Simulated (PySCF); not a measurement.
r2SCAN on Ne²⁺ (neon, charge +2), [He] 2s1 2p4 3d1, one real determinant (an excited configuration). Computed with PySCF 2.14 in aug-cc-pVDZ (4s3p2d, 23 functions), with no relativity, point nucleus.

```
cycle= 1 E= -123.54389124331  delta_E= -0.00187  |g|= 0.0047  |ddm|= 0.0894
cycle= 2 E= -123.543898646933  delta_E= -7.4e-06  |g|= 0.00131  |ddm|= 0.00839
cycle= 3 E= -123.543899101655  delta_E= -4.55e-07  |g|= 0.000172  |ddm|= 0.00219
cycle= 4 E= -123.543899112962  delta_E= -1.13e-08  |g|= 1.39e-06  |ddm|= 0.000298
cycle= 5 E= -123.543899112963  delta_E= -7.53e-13  |g|= 8.37e-08  |ddm|= 2.37e-06
converged SCF energy = -123.543899112963  <S^2> = 6.0007312  2S+1 = 5.0002925
```

Highest occupied orbital energy: 2.813 eV; ⟨L²⟩ = 8.00; populations by l: s 3.00, p 4.00, d 1.00.

Q: Can this result be used?

A: Not for this state. Self-consistency was reached. ⟨L²⟩ = 8.00 against 12 for a pure F term, so this real determinant mixes terms. The outer electron is Rydberg-like, and this basis confines it to a smaller radius and binds it less than a complete one would. At r2SCAN the highest occupied level has a positive energy, so only the finite basis holds that electron; for this excited configuration the basis is too tight for the outer shell.
